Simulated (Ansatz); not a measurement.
`NC[CH2][GeH3]` + H₂O → `NCCO` + GeH₄  (formal hydrolysis of a C–Ge bond)

Program: Ansatz. Geometries: PBE0-D4/def2-TZVP. ΔE: electronic, gas phase. CCSD(T)/CBS is the MP2 limit (def2-TZVPP, def2-QZVPP) plus CCSD(T) − MP2 in def2-TZVPP, frozen cores. This one scheme is used for every species. For Ge outer-core shells are correlated without core-valence functions, which leaves a few kJ/mol of doubt a bond. Scalar relativity is left out up to krypton. Each species was taken in one conformer, which may not be the lowest.

`NC[CH2][GeH3]`:

```xyz
13

N    -0.458   -2.046   -0.713
C    -0.484   -0.848    0.116
C     0.467    0.199   -0.433
Ge    0.572    1.808    0.679
H    -1.073   -2.756   -0.335
H    -0.791   -1.833   -1.646
H    -0.167   -1.138    1.123
H    -1.489   -0.408    0.220
H     1.469   -0.227   -0.530
H     0.154    0.508   -1.436
H     1.574    2.810    0.079
H    -0.806    2.490    0.774
H     1.030    1.440    2.103
```

H₂O:

Cartesian coordinates in Å:
```
O 0.271 -0.248 0.129
H -0.627 -0.145 0.451
H 0.357 0.393 -0.579
```

`NCCO`:

Cartesian coordinates in Å:
```
N 0.083 0.029 -1.516
C 0.649 -0.392 -0.247
C -0.378 -0.247 0.846
O -0.668 1.133 0.984
H -0.230 0.989 -1.431
H 0.780 0.003 -2.248
H 0.932 -1.448 -0.314
H 1.548 0.169 0.053
H -1.278 -0.809 0.566
H 0.018 -0.659 1.784
H -1.455 1.232 1.523
```

GeH₄:

Cartesian coordinates in Å:
```
Ge 0.000 0.000 0.000
H 0.520 0.072 1.442
H -1.153 -1.009 -0.078
H 1.134 -0.448 -0.931
H -0.501 1.384 -0.433
```

```csv
level,ΔE (eV)
MP2/def2-TZVPP,0.75
CCSD(T)/def2-TZVPP,0.65
```

Question: What does CCSD(T)/CBS give? (An estimate is asked.)

Answer: Ansatz gave: +0.71 eV. The listed levels differ from it by 0.04, -0.06 eV.

Largest T1 diagnostic among the species: 0.012.

In def2-TZVPP, CCSD(T) changes the Hartree–Fock value by +0.22 eV (the triples alone add +0.02 eV) and MP2 by +0.32 eV. The D4 term adds +0.06 eV with B3LYP and +0.03 eV with PBE0; it sums over pairs of atoms, weighted by their polarisabilities, and B3LYP, whose exchange is more repulsive, gets the larger term.

B3LYP here is the variant with VWN-RPA as its local correlation; programs differ in this.
